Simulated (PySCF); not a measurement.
# Correlation energy of Cu⁺ (copper, charge +1)

[Ar] 3d9 4s1, high-spin 3D determinant (an excited configuration). Calculation: PySCF 2.14, in ANO-RCC-VTZP (6s5p3d2f1g, 59 functions); the spin-free X2C one-electron Hamiltonian (Gaussian nucleus). Frozen: [Ar]; 10 electrons correlated.

| level | correlation energy (mhartree) |
| --- | --- |
| CCSD | -349.62 |
| (T) | -9.57 |
| CCSD(T) | -359.19 |

Diagnostics: T1 = 0.011, D1 = 0.0256, largest double amplitude 0.022.

Cost of the coupled-cluster step: about 10 core-seconds, for 10 correlated electrons.

Iterations:

```
CC2 = 0
CCSD nocc = (np.int64(6), np.int64(4)), nmo = (50, 50)
frozen orbitals [[0, 1, 2, 3, 4, 5, 6, 7, 8], [0, 1, 2, 3, 4, 5, 6, 7, 8]]
max_cycle = 100
direct = 0
conv_tol = 1e-08
conv_tol_normt = 1e-06
diis_space = 8
diis_start_cycle = 0
Init t2, MP2 energy = -0.37722737214879
Init E_corr(UCCSD) = -0.377227372173307
cycle = 1  E_corr(UCCSD) = -0.339952705518139  dE = 0.0372746667  norm(t1,t2) = 0.067088
cycle = 2  E_corr(UCCSD) = -0.351249165052769  dE = -0.0112964595  norm(t1,t2) = 0.0238514
cycle = 3  E_corr(UCCSD) = -0.349262962738309  dE = 0.00198620231  norm(t1,t2) = 0.0112083
cycle = 4  E_corr(UCCSD) = -0.349490710288508  dE = -0.00022774755  norm(t1,t2) = 0.00271293
cycle = 5  E_corr(UCCSD) = -0.349636479974289  dE = -0.000145769686  norm(t1,t2) = 0.000542917
cycle = 6  E_corr(UCCSD) = -0.349617483843401  dE = 1.89961309e-05  norm(t1,t2) = 0.00021138
cycle = 7  E_corr(UCCSD) = -0.349617773579965  dE = -2.89736563e-07  norm(t1,t2) = 3.90578e-05
cycle = 8  E_corr(UCCSD) = -0.349618960285379  dE = -1.18670541e-06  norm(t1,t2) = 1.05512e-05
cycle = 9  E_corr(UCCSD) = -0.349618904779024  dE = 5.55063544e-08  norm(t1,t2) = 3.90963e-06
cycle = 10  E_corr(UCCSD) = -0.349618705542693  dE = 1.99236331e-07  norm(t1,t2) = 1.07765e-06
cycle = 11  E_corr(UCCSD) = -0.349618731216588  dE = -2.56738952e-08  norm(t1,t2) = 6.07703e-07
cycle = 12  E_corr(UCCSD) = -0.349618742925874  dE = -1.17092862e-08  norm(t1,t2) = 3.63419e-07
cycle = 13  E_corr(UCCSD) = -0.349618736005064  dE = 6.92081048e-09  norm(t1,t2) = 1.63747e-07
UCCSD converged
E(UCCSD) = -1653.227577856219  E_corr = -0.3496187360050636
UCCSD(T) correction = -0.00956838833103787
```
